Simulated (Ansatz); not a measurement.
Geometry optimisation, UKS PBE0/6-31G* (Ansatz 0.2.0).

input.yaml

```yaml
crystal:
  periodic: [false, false, false]
  atoms:
    - { symbol: C, position_ang: [-0.09675, 1.96629, -1.20392] }
    - { symbol: C, position_ang: [0.13726, 1.09694, -0.39532] }
    - { symbol: Si, position_ang: [0.93677, -0.34789, 0.46757] }
    - { symbol: "N", position_ang: [-0.47908, -1.49625, 0.54091] }
    - { symbol: H, position_ang: [-0.36783, 2.75492, -1.86088] }
    - { symbol: H, position_ang: [-0.38943, 1.08872, 0.55895] }
    - { symbol: H, position_ang: [-0.18972, -2.38744, 0.93089] }
    - { symbol: H, position_ang: [-0.82664, -1.69266, -0.39176] }
total_charge: -1
magnetization:
  spin_polarized: true
basis:
  gaussian: { orbitals: "6-31G*" }
hamiltonian:
  xc: pbe0
relax:
  f_tol: 0.02
  max_steps: 50
```

Run as:

```bash
$ ansatz run input.yaml --threads 2 --pin off --max-ram 3072MiB --backend cpu --events-out ev --progress --plain --runs-dir out
```

Q: Where does it end, and by what steps?

A: The forces met the threshold. Limits of this set-up: an anion without diffuse functions, the dipole of an ion depends on the origin. After 19 steps the energy has fallen by 2.821 eV; H6 moved furthest, 1.40 Å. Parted: C2–H6. Joined: Si3–H6.

```tsv
step	energy less start (eV)	largest force component (eV/Å)	accepted
0	0.0000	4.392	yes
1	-0.4147	1.101	yes
2	-0.5775	1.717	yes
3	-0.8230	2.597	yes
4	-1.4003	2.372	yes
5	-1.9197	1.349	yes
6	-2.2331	0.758	yes
7	-2.4015	0.361	yes
8	-2.5061	0.165	yes
9	-2.5523	0.459	yes
10	-2.5647	0.292	yes
11	-2.6027	0.274	yes
12	-2.6164	1.205	yes
13	-2.7002	0.416	yes
14	-2.7574	0.426	yes
15	-2.7932	0.318	yes
16	-2.8172	0.170	yes
17	-2.8197	0.085	yes
18	-2.8204	0.031	yes
19	-2.8205	0.011	yes
```

```xyz
8
Properties=species:S:1:pos:R:3
C -0.073 1.814 -1.585
C 0.142 1.110 -0.605
Si 0.689 -0.047 0.827
N -0.364 -1.520 0.541
H -0.273 2.441 -2.427
H -0.218 0.635 1.871
H 0.095 -2.148 -0.114
H -1.273 -1.302 0.138
```

Time of the run: 53 s on 2 threads of Arm Neoverse V2, on a shared host, peak memory 0.19 GiB.
